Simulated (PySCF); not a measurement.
Compound: C₆H₉N₃.
Z-matrix (Å and degrees, PBE0-D3(BJ)/def2-SVP geometry), rows numbered from 1:
```
C 
C   1  1.3320
N   2  1.3993  1  124.25
N   3  1.3248  2  120.95  1  -179.97
C   4  1.3246  3  104.41  2   179.96
C   5  1.4863  4  122.99  3  -179.97
C   5  1.4218  4  107.84  3     0.02
C   7  1.4861  5  129.10  4  -179.98
N   3  1.3214  2  123.68  1    -0.04
H   1  1.0903  2  119.58  3   179.90
H   1  1.0913  2  121.00  3    -0.15
H   2  1.0909  1  124.40  3  -179.87
H   6  1.1016  5  111.36  4   118.91
H   6  1.0975  5  109.99  4    -1.28
H   6  1.1015  5  111.32  4  -121.50
H   8  1.1015  7  111.30  5   -59.04
H   8  1.1016  7  111.30  5    60.49
H   8  1.0976  7  110.02  5  -179.30
```

Computed with PySCF at PBE0/pcSseg-1, non-relativistic, on one gas-phase PBE0-D3(BJ)/def2-SVP geometry that isn't relaxed in the solvent. The solvent is an IEF-PCM continuum (van der Waals radii × 1.2). Specific hydrogen bonds and non-electrostatic terms are outside this model.

```
run  E − E(gas) (kcal/mol)  HOMO (eV)  HOMO–LUMO gap (eV)  dipole (D)
gas                   0.00      -6.61                5.77        1.30
  P                  -5.34      -6.70                5.70        1.95
  Q                  -4.42      -6.67                5.71        1.82
```

Q: The runs were made in acetonitrile and tetrahydrofuran. Which run belongs to which solvent?

A: P = acetonitrile, Q = tetrahydrofuran. The dielectric constants are 7.426 (tetrahydrofuran), 35.69 (acetonitrile), and the energy falls further as ε rises. In this model the ground state sees the solvent through ε alone.

Q: How constant is the ratio of the lowering to (ε − 1)/(2ε + 1)?

A: 
| solvent | (ε − 1)/(2ε + 1) | E − E(gas) (kcal/mol) | ratio (kcal/mol) | polarisation term (kcal/mol) |
| --- | --- | --- | --- | --- |
| tetrahydrofuran | 0.405 | -4.42 | -10.9 | -4.97 |
| acetonitrile | 0.479 | -5.34 | -11.1 | -6.16 |

The ratio changes by +2.0 % in size from tetrahydrofuran to acetonitrile. The polarisation term is half the interaction of the solute with the induced surface charges.
